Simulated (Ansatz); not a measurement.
One change: `FC[SiH2]CF` becomes `FC[SiH2][SnH2][F]`.

Ansatz, PBE0-D4/def2-TZVP geometries, multiplicity 1. Each molecule was computed in one conformer, which needn't be the lowest.

Elements past krypton have def2 core potentials.

| property | `FC[SiH2]CF` |
| --- | --- |
| size of the dipole moment (B3LYP/def2-TZVPP) / D | 1.57 |
| LUMO energy (B3LYP/def2-TZVPP) / eV | 0.26 |
| LUMO energy (PBE/def2-TZVPP) / eV | -0.31 |
| HOMO energy (ωB97M-V/def2-TZVPP) / eV | -10.88 |
| LUMO energy (ωB97M-V/def2-TZVPP) / eV | 2.04 |
| HOMO–LUMO gap (PBE/def2-TZVPP) / eV | 6.75 |

Task: What does the change do to each property? (Estimate.)

Result: The calculation gave: 
```csv
property,`FC[SiH2][SnH2][F]`,shift
size of the dipole moment (B3LYP/def2-TZVPP) / D,4.27,2.70
LUMO energy (B3LYP/def2-TZVPP) / eV,-1.31,-1.57
LUMO energy (PBE/def2-TZVPP) / eV,-1.85,-1.54
HOMO energy (ωB97M-V/def2-TZVPP) / eV,-10.21,0.67
LUMO energy (ωB97M-V/def2-TZVPP) / eV,0.51,-1.53
HOMO–LUMO gap (PBE/def2-TZVPP) / eV,5.14,-1.61
```

With PBE0 the HOMO rises by 0.39 eV and the LUMO falls by 1.62 eV, so the gap narrows by about 2.01 eV. PBE moves the HOMO by 0.07 eV and ωB97M-V by 0.67 eV. Dipoles are sizes alone; their direction can turn.

B3LYP here is the variant with VWN-RPA as its local correlation; programs differ in this.
